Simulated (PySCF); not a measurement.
An EPR job on `[H]/[C]=C(\C)COBB` [radical].

Method: UKS B3LYP, pcH-1 on B C H O, non-relativistic, mean-field spin-orbit, GIAO (PySCF 2.14.0). Geometry: GFN2-xTB. A driver script takes a list of jobs; this job's settings line and coordinates (Å) are shown.

Command:
```bash
OMP_NUM_THREADS=1 python probes_run.py task.json out
```

Input:
```
{"job": {"kind": "epr", "basis": "pcH-1"}, "charge": 0, "multiplicity": 2}
B      2.397514     0.926836     0.126781
B      1.760742    -0.397614    -0.646862
O      0.753693    -1.195431    -0.279553
C     -0.011126    -1.007287     0.886678
C     -1.396574    -0.475631     0.551828
C     -2.470698    -1.139879     0.829528
C     -1.376789     0.882317    -0.130211
H      3.273350     0.838333     0.902715
H      2.056948     2.024661    -0.111694
H      2.232690    -0.748456    -1.677762
H      0.489124    -0.297038     1.562807
H     -0.104685    -1.978075     1.383917
H     -3.527100    -1.054149     0.743832
H     -2.385631     1.209793    -0.364846
H     -0.796212     0.810876    -1.047958
H     -0.902843     1.609690     0.526876
```

Output:
```
UKS, coarse grid
  cycle   1  E = -282.59138900  |g| = 4.68e-01
  cycle   2  E = -282.45673129  |g| = 7.74e-01
  cycle   3  E = -282.67484366  |g| = 1.09e-01
  cycle   4  E = -282.67957269  |g| = 3.49e-02
  cycle   5  E = -282.68016330  |g| = 1.29e-02
  cycle   6  E = -282.68025158  |g| = 6.18e-03
  cycle   7  E = -282.68027926  |g| = 2.46e-03
  cycle   8  E = -282.68029028  |g| = 1.19e-03
  cycle   9  E = -282.68029382  |g| = 5.13e-04
UKS, final grid
  cycle   1  E = -282.68019370  |g| = 4.73e-04
  cycle   2  E = -282.68019380  |g| = 5.46e-04
  cycle   3  E = -282.68019396  |g| = 1.40e-04
  cycle   4  E = -282.68019400  |g| = 1.27e-04
  cycle   5  E = -282.68019403  |g| = 3.41e-05
  cycle   6  E = -282.68019403  |g| = 6.87e-06
E = -282.68019403 Eh   <S^2> = 0.7588 (exact 0.7500)
g shifts (ppm)      1          2          3
  rmc          -152       -152       -152
  gc             32          8        -16
  oz_so        -498         77        370
  total        -617        -67        203
hyperfine (MHz)  atom isotope    a_iso     a_fc   dipolar eigenvalues
    0   11B      -0.08      -0.08     -0.16     -0.12      0.29
    1   11B       0.90       0.90     -0.37     -0.13      0.50
    2   17O       1.20       1.20     -1.30      0.25      1.05
    3   13C      64.35      64.35     -4.97     -4.44      9.41
    4   13C     -13.61     -13.61    -19.59      2.54     17.05
    5   13C     299.56     299.56    -82.47    -60.60    143.07
    6   13C      72.27      72.27     -7.85     -6.96     14.81
    7    1H      -0.12      -0.12     -0.38     -0.33      0.71
    8    1H      -0.05      -0.05     -0.48     -0.41      0.89
    9    1H       0.69       0.69     -0.52     -0.48      1.01
   10    1H      -0.93      -0.93     -2.80     -2.19      4.99
   11    1H      -3.71      -3.71     -6.70     -2.36      9.06
   12    1H      35.99      35.99    -32.89     -6.99     39.87
   13    1H      -2.67      -2.67     -6.14     -1.69      7.83
   14    1H      -2.86      -2.86     -4.14     -1.06      5.20
   15    1H      -3.87      -3.87     -4.18     -1.18      5.36
```

rmc, gc and oz_so are the mass-correction, gauge-correction and orbital-Zeeman/spin–orbit parts of the g shift along its three principal axes; a_iso is the isotropic hyperfine coupling and a_fc its Fermi-contact part. The program numbers atoms from 0.

Problem. How far is ⟨S²⟩ from the pure-spin value?

Solution. S = 0.5 gives S(S+1) = 0.75; the run has 0.7588, 0.0088 more.

Problem. Get g_iso from the total shifts.

Solution. Their mean is -160 ppm; added to g_e = 2.002319 it gives 2.00216.

In short: ⟨S²⟩ 0.759; g_iso 2.0022.

Geometry: GFN2-xTB, one conformer, isolated molecule.

Problem. How long does this job take on an Arm Neoverse V1 with one thread, no GPU, shared host with 32 logical CPUs at a one-minute load of 21? And the peak memory of the process?

Solution. About 63 s (density and orbital grids were written too), with 0.98 GiB resident at the peak, the Python interpreter and its libraries included.
Labels such as C1 count atoms from 1, the log's own numbers from 0.
